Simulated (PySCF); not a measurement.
Geometry (Å), atoms numbered from 1 in this order:
```xyz
18

C    -3.670    1.147    0.014
C    -2.514    0.796   -0.146
B    -1.071    0.358   -0.344
C    -0.546   -1.125   -0.414
C     0.975   -0.990   -0.296
C     1.309    0.366   -0.951
C     2.654    0.849   -0.662
C     3.769    1.249   -0.406
C     0.171    1.310   -0.508
H    -4.689    1.461    0.156
H    -1.011   -1.842    0.279
H    -0.826   -1.468   -1.432
H     1.271   -0.951    0.766
H     1.541   -1.815   -0.755
H     1.232    0.237   -2.047
H     4.759    1.604   -0.190
H     0.381    1.687    0.514
H     0.044    2.203   -1.137
```

Geometry: PBE0-D3(BJ)/def2-SVP; GIAO absolute shieldings from PySCF 2.14, gas phase, non-relativistic, averaged over equivalent atoms.

At HF/pcSseg-1 (198 basis functions, 27 s wall time on 1 thread of an Arm Neoverse N1, shared host):
| atoms | σ (ppm) |
| --- | --- |
| C1 | 56.4 |
| C7 | 101.4 |
| C2 | 111.6 |
| C8 | 112.7 |
| C9 | 155.6 |
| C5 | 157.9 |
| C4 | 164.1 |
| C6 | 164.8 |
| B3 | 39.8 |
| H10 | 26.66 |
| H16 | 29.14 |
| H14 | 29.60 |
| H15 | 29.66 |
| H18 | 29.91 |
| H11 | 30.24 |
| H13 | 30.43 |
| H17 | 31.00 |
| H12 | 31.21 |

Q: What do these become at PBE0/pcSseg-1?

A: 
```json
{"atoms": "C1", "σ at PBE0/pcSseg-1": "54.9", "change": "-1.5"}
{"atoms": "C7", "σ at PBE0/pcSseg-1": "92.9", "change": "-8.5"}
{"atoms": "C2", "σ at PBE0/pcSseg-1": "91.8", "change": "-19.8"}
{"atoms": "C8", "σ at PBE0/pcSseg-1": "110.0", "change": "-2.7"}
{"atoms": "C9", "σ at PBE0/pcSseg-1": "141.5", "change": "-14.1"}
{"atoms": "C5", "σ at PBE0/pcSseg-1": "147.0", "change": "-10.9"}
{"atoms": "C4", "σ at PBE0/pcSseg-1": "150.1", "change": "-14.0"}
{"atoms": "C6", "σ at PBE0/pcSseg-1": "151.2", "change": "-13.6"}
{"atoms": "B3", "σ at PBE0/pcSseg-1": "22.3", "change": "-17.5"}
{"atoms": "H10", "σ at PBE0/pcSseg-1": "26.66", "change": "+0.00"}
{"atoms": "H16", "σ at PBE0/pcSseg-1": "29.29", "change": "+0.15"}
{"atoms": "H14", "σ at PBE0/pcSseg-1": "29.05", "change": "-0.55"}
{"atoms": "H15", "σ at PBE0/pcSseg-1": "28.80", "change": "-0.86"}
{"atoms": "H18", "σ at PBE0/pcSseg-1": "29.19", "change": "-0.72"}
{"atoms": "H11", "σ at PBE0/pcSseg-1": "29.50", "change": "-0.74"}
{"atoms": "H13", "σ at PBE0/pcSseg-1": "29.79", "change": "-0.64"}
{"atoms": "H17", "σ at PBE0/pcSseg-1": "30.24", "change": "-0.76"}
{"atoms": "H12", "σ at PBE0/pcSseg-1": "30.44", "change": "-0.77"}
```

The largest change is at C2 (alkyne carbon). Cost: 198 basis functions, 71 s wall time on 1 thread of an Arm Neoverse N1, shared host. The order of the carbon signals changes between the two levels.

A carbon bonded to boron is broadened by the quadrupolar boron nucleus and is often missing from a measured spectrum.
